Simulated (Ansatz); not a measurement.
**Swapping NH2 for F on Si: the HOMO–LUMO gap**

On one Si centre, n of the NH2 ligands are replaced by F. The HOMO–LUMO gap y in eV at wB97X-V/def2-TZVPP. Shapes: PBE0-D4/def2-TZVP. Flexible molecules stand in one conformer, not always the lowest. Programs: Ansatz 0.2.0.

| molecule | n | y (eV) |
| --- | --- | --- |
| Si(NH2)4 | 0 | 11.84 |
| Si(NH2)3F | 1 | 12.72 |
| Si(NH2)F3 | 3 | ? |
| SiF4 | 4 | 18.01 |

Fit y = c + s·n to the known rows and predict Si(NH2)F3.


1. Means of the 3 rows: n = 1.66667, y = 14.190.
2. Σ(Δn)² = 8.6667, Σ(Δn·Δy) = 13.81, so the slope is 13.81/8.6667 = 1.5935.
3. Intercept: 14.190 − (1.5935) × 1.66667 = 11.534. The largest residual of the fit is 0.41.
4. Si(NH2)F3: 11.534 + (1.5935) × 3 = 16.31 eV.

The run gave 13.60 eV, so the prediction is off by +2.71 eV, more than the largest residual. The steps per swap are uneven (+0.88, +0.44, +4.41), so a line is a poor model. Other levels give for Si(NH2)F3: r2SCAN-D4/def2-TZVPP 7.77; PBE0-D4/def2-TZVPP 9.13; wB97M-V/def2-TZVPP 13.01 eV. Orbital gaps aren't excitation energies, and the LUMO depends on the basis.
